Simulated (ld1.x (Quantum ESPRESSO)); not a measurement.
**What one change does to a pseudopotential (bismuth (Bi), TM)**

| Item | Value |
| --- | --- |
| Element | bismuth (Bi) |
| Generator | ld1.x (Quantum ESPRESSO) 7.5 |
| Type | norm-conserving Troullier–Martins (Kleinman–Bylander form) |
| Functional | PBE |
| Relativity | scalar-relativistic |
| Frozen core | [Xe] 4f14 5d10 |
| Valence charge | 5 |
| Reference configuration | 6s2 6p3 |
| Partial waves | 6s (bound): rc 1.65 bohr; 6p (bound): rc 2.30 bohr |
| Local potential | the p channel |
| Core correction | none |

Change: all radii scaled by about 1.30 (s 2.14, p 2.98 bohr).

Cutoffs: the cutoffs (Ry, on a coarse ladder) from which the occupation-weighted sum of valence levels, in a spherical-Bessel basis at the reference potential, stays within 10 and 1 mRy of its value at 400 Ry; they do not see the model core or the augmentation charge, which bear on the density cutoff. Errors are all-electron minus pseudo energies relative to the spin-unpolarised reference configuration.

Problem. What does the change do?

Solution. The potential gets softer (30 Ry and 80 Ry → 25 Ry and 35 Ry); of the 7 tests that both files solve, the error grows in 1 and shrinks in 2 by more than 15 % and 0.3 meV (median size 4.3 → 4.0 meV); neither file shows a bound ghost. A larger radius leaves more room for a smooth pseudo-wave, so fewer plane waves are needed.

| quantity | base | changed |
| --- | --- | --- |
| cutoff, loose | 30 Ry | 25 Ry |
| cutoff, tight | 80 Ry | 35 Ry |
| loose cutoff by channel (10 mRy a level) | s 25 Ry, p 8 Ry | s 18 Ry, p 6 Ry |
| bound ghosts | none | none |
| error for 6s2 6p2, meV [ΔE 7.91 eV] | -1.7 | -0.8 |
| error for 6s2 6p1, meV [ΔE 23.16 eV] | +4.3 | +4.0 |
| error for 6s2 6p0, meV [ΔE 46.50 eV] | +80 | +59 |
| error for 6s0 6p5, meV [ΔE 20.50 eV] | +72 | +79 |
| error for 6s1 6p4, meV [ΔE 10.08 eV] | +13 | +17 |
| error for 6s2 6p3.3, meV [ΔE -1.09 eV] | +0.7 | +0.8 |
| error for 6s2 6p2.5, meV [ΔE 3.10 eV] | -1.0 | -0.8 |
